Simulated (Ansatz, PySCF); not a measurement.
The pair A = BH3 (SMILES B) (first 4 atoms), B = C2H6O (SMILES COC); geometry from B3LYP-D3(BJ)/def2-TZVP.
(charge 0, multiplicity 1):
```json
[
 {"atom": "B", "x (Å)": "0.1492", "y (Å)": "0.2265", "z (Å)": "1.0946"},
 {"atom": "H", "x (Å)": "1.2806", "y (Å)": "0.5130", "z (Å)": "0.8058"},
 {"atom": "H", "x (Å)": "-0.6860", "y (Å)": "1.0199", "z (Å)": "0.7503"},
 {"atom": "H", "x (Å)": "-0.1438", "y (Å)": "-0.9313", "z (Å)": "0.9009"},
 {"atom": "C", "x (Å)": "-1.1637", "y (Å)": "0.1763", "z (Å)": "3.3244"},
 {"atom": "O", "x (Å)": "0.1382", "y (Å)": "0.3641", "z (Å)": "2.7453"},
 {"atom": "C", "x (Å)": "1.1528", "y (Å)": "-0.4237", "z (Å)": "3.3897"},
 {"atom": "H", "x (Å)": "-1.1102", "y (Å)": "0.4082", "z (Å)": "4.3877"},
 {"atom": "H", "x (Å)": "-1.4926", "y (Å)": "-0.8531", "z (Å)": "3.1680"},
 {"atom": "H", "x (Å)": "-1.8311", "y (Å)": "0.8619", "z (Å)": "2.8136"},
 {"atom": "H", "x (Å)": "1.1634", "y (Å)": "-0.1793", "z (Å)": "4.4515"},
 {"atom": "H", "x (Å)": "2.0947", "y (Å)": "-0.1559", "z (Å)": "2.9233"},
 {"atom": "H", "x (Å)": "0.9481", "y (Å)": "-1.4855", "z (Å)": "3.2381"}
]
```

Frozen-core correlation.

Programs: Ansatz (Gaussian basis) for Hartree–Fock, density functionals and correlated methods; PySCF for the dispersion terms. 

The monomers are drawn apart, rigid, along the line of their centres of mass. Counterpoise-corrected interaction energies (kcal/mol):

| level | R = 2.802 Å | R = 3.465 Å |
|---|---|---|
| PBE/def2-TZVPPD | -16.1178 | -5.7190 |
| PBE-D3(BJ)/def2-TZVPPD | -17.5648 | -6.5538 |
| wB97M-V/def2-TZVPPD | -16.5919 | -6.0233 |
| CCSD(T)/aug-cc-pVDZ | -15.2982 | -5.7691 |

### Question
R is the distance of the centres of mass. Find the local exponent m of E ∝ R⁻ᵐ between the two points.

### Answer

m = ln(E₁/E₂)/ln(R₂/R₁): PBE/def2-TZVPPD 4.9; PBE-D3(BJ)/def2-TZVPPD 4.6; wB97M-V/def2-TZVPPD 4.8; CCSD(T)/aug-cc-pVDZ 4.6. For scale, two fixed dipoles give m = 3, dipole and quadrupole 4, quadrupoles 5, and dispersion or dipole-induced dipole 6 at long range; at these distances several terms mix, and what is left of overlap and damping shifts m, so it need not match one of them.

Ansatz is a quantum-chemistry and plane-wave program.
